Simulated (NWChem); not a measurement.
System: SiN₂H₅F; SMILES N[SiH](N)F

The following NWChem deck was run.

```
start job
memory heap 200 mb stack 900 mb global 1100 mb
geometry units angstroms noautosym nocenter noautoz
  Si    -0.078546    -0.022315     0.323804
  N      1.532524    -0.356048    -0.147493
  N     -0.487056     1.520699    -0.275722
  F     -0.922126    -1.275188    -0.293986
  H     -0.437904    -0.016297     1.768339
  H      1.867107    -1.310347    -0.202156
  H      2.279949     0.301075     0.036987
  H     -0.280982     1.784895    -1.232147
  H     -1.255007     2.053799     0.113258
end
basis spherical
  * library 6-31g*
end
dft
  xc b3lyp
  iterations 150
end
property
  response 1 0.0773
end
task dft property
```

Excerpt of the output:

```
             Northwest Computational Chemistry Package (NWChem) 7.3.0
             --------------------------------------------------------

                             Geometry "geometry" -> ""
                             -------------------------

 Output coordinates in angstroms (scale by  1.889725989 to convert to a.u.)

  No.       Tag          Charge          X              Y              Z
 ---- ---------------- ---------- -------------- -------------- --------------
    1 Si                  14.0000    -0.07854600    -0.02231500     0.32380400
    2 N                    7.0000     1.53252400    -0.35604800    -0.14749300
    3 N                    7.0000    -0.48705600     1.52069900    -0.27572200
    4 F                    9.0000    -0.92212600    -1.27518800    -0.29398600
    5 H                    1.0000    -0.43790400    -0.01629700     1.76833900
    6 H                    1.0000     1.86710700    -1.31034700    -0.20215600
    7 H                    1.0000     2.27994900     0.30107500     0.03698700
    8 H                    1.0000    -0.28098200     1.78489500    -1.23214700
    9 H                    1.0000    -1.25500700     2.05379900     0.11325800

 Effective nuclear repulsion energy (a.u.)     184.3632574789

                              NWChem Property Module
                              ----------------------

                                 NWChem DFT Module
                                 -----------------

 Summary of "ao basis" -> "ao basis" (spherical)
 ------------------------------------------------------------------------------
       Tag                 Description            Shells   Functions and Types
 ---------------- ------------------------------  ------  ---------------------
 Si                          6-31g*                  8       18   4s3p1d
 N                           6-31g*                  6       14   3s2p1d
 F                           6-31g*                  6       14   3s2p1d
 H                           6-31g*                  2        2   2s

            General Information
            -------------------
          SCF calculation type: DFT
          Wavefunction type:  closed shell.
          No. of atoms     :     9
          No. of electrons :    42
           Alpha electrons :    21
            Beta electrons :    21
          Charge           :     0
          Spin multiplicity:     1
          Use of symmetry is: off; symmetry adaption is: off
          Maximum number of iterations: 150
          AO basis - number of functions:    70
                     number of shells:    36
          Convergence on energy requested:  1.00D-06
          Convergence on density requested:  1.00D-05
          Convergence on gradient requested:  5.00D-04

              XC Information
              --------------
                         B3LYP Method XC Potential
                     Hartree-Fock (Exact) Exchange  0.200
                        Slater Exchange Functional  0.800 local
                    Becke 1988 Exchange Functional  0.720 non-local
              Lee-Yang-Parr Correlation Functional  0.810
                  VWN I RPA Correlation Functional  0.190 local

             Grid Information
             ----------------
          Grid used for XC integration:  medium
          Radial quadrature: Mura-Knowles
          Angular quadrature: Lebedev.
          Tag              B.-S. Rad. Rad. Pts. Rad. Cut. Ang. Pts.
          ---              ---------- --------- --------- ---------
          Si                  1.10       88           8.0       590
          N                   0.65       49          10.0       434
          F                   0.50       49          10.0       434
          H                   0.35       45          11.0       434
          Grid pruning is: on
          Number of quadrature shells:   460
          Spatial weights used:  Erf1

      Superposition of Atomic Density Guess
      -------------------------------------

 Sum of atomic energies:        -499.26827873

      Non-variational initial energy
      ------------------------------

 Total energy =    -500.807828
 1-e energy   =   -1055.863495
 2-e energy   =     370.692410
 HOMO         =      -0.347565
 LUMO         =       0.079750

   convergence    iter        energy       DeltaE   RMS-Dens  Diis-err
 ---------------- ----- ----------------- --------- --------- ---------
 d= 0,ls=0.0,diis     1   -501.8821070151 -6.86D+02  1.62D-02  7.08D-01
 d= 0,ls=0.0,diis     2   -501.8686379337  1.35D-02  8.20D-03  9.96D-01
 d= 0,ls=0.0,diis     3   -501.9567564880 -8.81D-02  1.15D-03  2.39D-02
 d= 0,ls=0.0,diis     4   -501.9583991743 -1.64D-03  4.73D-04  2.74D-03
 d= 0,ls=0.0,diis     5   -501.9586484614 -2.49D-04  1.10D-04  2.19D-04
  Resetting Diis
 d= 0,ls=0.0,diis     6   -501.9586706710 -2.22D-05  9.41D-06  4.82D-07
 d= 0,ls=0.0,diis     7   -501.9586707188 -4.77D-08  5.37D-06  8.65D-08

         Total DFT energy =     -501.958670718776
      One electron energy =    -1060.171801923226
           Coulomb energy =      421.122345789582
    Exchange-Corr. energy =      -47.272472064076
 Nuclear repulsion energy =      184.363257478944

 Numeric. integr. density =       41.999999840909

                       DFT Final Molecular Orbital Analysis
                       ------------------------------------

 Vector   19  Occ=2.000000D+00  E=-3.400289D-01
              MO Center= -3.6D-01, -3.3D-01,  6.3D-01, r^2= 2.6D+00
   Bfn.  Coefficient  Atom+Function         Bfn.  Coefficient  Atom+Function
  ----- ------------  ---------------      ----- ------------  ---------------
    51      0.383269  4 F  pz                62     -0.318373  5 H  s
    55      0.282259  4 F  pz                 9     -0.266377  1 Si pz
    61     -0.248160  5 H  s                 21     -0.123459  2 N  px
     5      0.112328  1 Si pz                36     -0.110972  3 N  py
    24      0.105310  2 N  s                 37      0.102673  3 N  pz

 Vector   20  Occ=2.000000D+00  E=-2.668034D-01
              MO Center= -3.3D-01,  1.2D+00, -1.9D-01, r^2= 1.7D+00
   Bfn.  Coefficient  Atom+Function         Bfn.  Coefficient  Atom+Function
  ----- ------------  ---------------      ----- ------------  ---------------
    35      0.402265  3 N  px                39      0.330418  3 N  px
    36      0.270627  3 N  py                40      0.244309  3 N  py
    37      0.235103  3 N  pz                41      0.189945  3 N  pz
    50      0.149699  4 F  py                23      0.122236  2 N  pz
    54      0.106214  4 F  py                38      0.100115  3 N  s

 Vector   21  Occ=2.000000D+00  E=-2.564895D-01
              MO Center=  1.2D+00, -1.5D-01, -7.1D-02, r^2= 1.9D+00
   Bfn.  Coefficient  Atom+Function         Bfn.  Coefficient  Atom+Function
  ----- ------------  ---------------      ----- ------------  ---------------
    23      0.532091  2 N  pz                27      0.459225  2 N  pz
    62     -0.214968  5 H  s                 36     -0.141650  3 N  py
    40     -0.111656  3 N  py                61     -0.104052  5 H  s
    39     -0.103256  3 N  px                35     -0.091572  3 N  px
    13      0.083598  1 Si pz                38      0.083597  3 N  s

 Vector   22  Occ=0.000000D+00  E= 6.380401D-02
              MO Center=  6.3D-01,  5.9D-01, -1.8D-01, r^2= 5.8D+00
   Bfn.  Coefficient  Atom+Function         Bfn.  Coefficient  Atom+Function
  ----- ------------  ---------------      ----- ------------  ---------------
    24      1.149088  2 N  s                 38      1.096286  3 N  s
    10     -0.902681  1 Si s                 64     -0.601878  6 H  s
    70     -0.586923  9 H  s                 66     -0.521755  7 H  s
    68     -0.486309  8 H  s                 62      0.285862  5 H  s
    11     -0.232289  1 Si px                12     -0.218372  1 Si py

 Vector   23  Occ=0.000000D+00  E= 7.153756D-02
              MO Center=  1.3D-02,  2.0D-01,  2.1D-01, r^2= 5.9D+00
   Bfn.  Coefficient  Atom+Function         Bfn.  Coefficient  Atom+Function
  ----- ------------  ---------------      ----- ------------  ---------------
    38      0.991401  3 N  s                 24     -0.881712  2 N  s
    11      0.708364  1 Si px                12     -0.647391  1 Si py
    68     -0.498533  8 H  s                 70     -0.359033  9 H  s
    66      0.342452  7 H  s                 64      0.245375  6 H  s
    27     -0.171494  2 N  pz                 7      0.162308  1 Si px

 Vector   24  Occ=0.000000D+00  E= 8.745307D-02
              MO Center= -2.6D-01, -1.6D-01,  3.9D-01, r^2= 4.1D+00
   Bfn.  Coefficient  Atom+Function         Bfn.  Coefficient  Atom+Function
  ----- ------------  ---------------      ----- ------------  ---------------
    12      0.810857  1 Si py                11      0.704227  1 Si px
    52      0.554194  4 F  s                 66     -0.383116  7 H  s
    39     -0.304519  3 N  px                13      0.257953  1 Si pz
     8      0.242049  1 Si py                 7      0.214710  1 Si px
    70     -0.182556  9 H  s                 35     -0.169640  3 N  px

     Multipole analysis of the density
     ---------------------------------

     L   x y z        total         alpha         beta         nuclear
     -   - - -        -----         -----         ----         -------
     0   0 0 0     -0.000000    -21.000000    -21.000000     42.000000

     1   1 0 0      0.485501      0.155198      0.155198      0.175104
     1   0 1 0      0.622582      1.089310      1.089310     -1.556038
     1   0 0 1     -0.002152      0.557189      0.557189     -1.116529

     2   2 0 0    -19.818473    -74.849403    -74.849403    129.880333
     2   1 1 0     -3.403704      4.063221      4.063221    -11.530147
     2   1 0 1      0.033907     -1.015332     -1.015332      2.064571
     2   0 2 0    -21.295756    -83.727642    -83.727642    146.159528
     2   0 1 1     -1.326448      1.147366      1.147366     -3.621181
     2   0 0 2    -23.192203    -25.220507    -25.220507     27.248812

 *** CALLING NEW AORESP DRIVER FOR CLOSED AND OPEN SHELLS ***
 Entering AOResponse driver routine

--------------------------------------------------------------------------------

          -----------------------------------------------
          Solving response equations for perturbing field
          -----------------------------------------------

 number of frequencies:     1
 frequency in a.u.:  0.7730000E-01
 Perturbing field: electric
 Using El. Dipole Length Gauge

 Setting up CPKS with frequency omega =      0.07730000 a.u.

                            NWChem Dynamic CPHF Module
                            --------------------------

    scftype = RHF
    nclosed =   21
      nopen =    0
  variables =     2058
  num. vecs =        3
  tolerance =   1.0D-04
  max. iter =   50

 SCF residual:    5.9689511431316349E-004

Iterative solution of linear equations
  No. of variables     2058
  No. of equations        3
  Maximum subspace       30
       Convergence  1.0D-04

   iter   nsub   residual    time
   ----  ------  --------  ---------
     1      3    1.61D+00      14.2
     2      6    1.31D+00      19.9
     3      9    2.54D-01      24.2
     4     12    2.58D-02      27.8
     5     15    4.19D-03      31.4
     6     18    8.00D-04      35.1
     7     21    1.59D-04      38.9
     8     24    1.29D-05      42.4

 Electric Dipole Response Matrix (nonzero elements):

              1        2        3
    1   34.0105  -3.1394  -2.4257
    2   -3.1394  34.3103  -1.4320
    3   -2.4257  -1.4320  30.6098

 ------------------------------------------
 average:        32.97688 + I       0.00000

 DFT Linear Response polarizability / au
 Frequency  =       0.0773000 / au
 Wavelength =     589.4353558 / nm
              X              Y              Z
 -----------------------------------------------
 X      34.0104683     -3.1394207     -2.4256978
 Y      -3.1394156     34.3103286     -1.4319943
 Z      -2.4257039     -1.4319940     30.6098415
 -----------------------------------------------
 Eigenvalues =      33.5158275     37.3761699     28.0386410
 Isotropic   =      32.9768795
 Anisotropic =       8.1268463
 -----------------------------------------------

 Magnetic Dipole Response Matrix (nonzero elements):
```

Level: B3LYP/6-31G* (spherical d). All runs use the structure optimised with PBE0/def2-SVP.
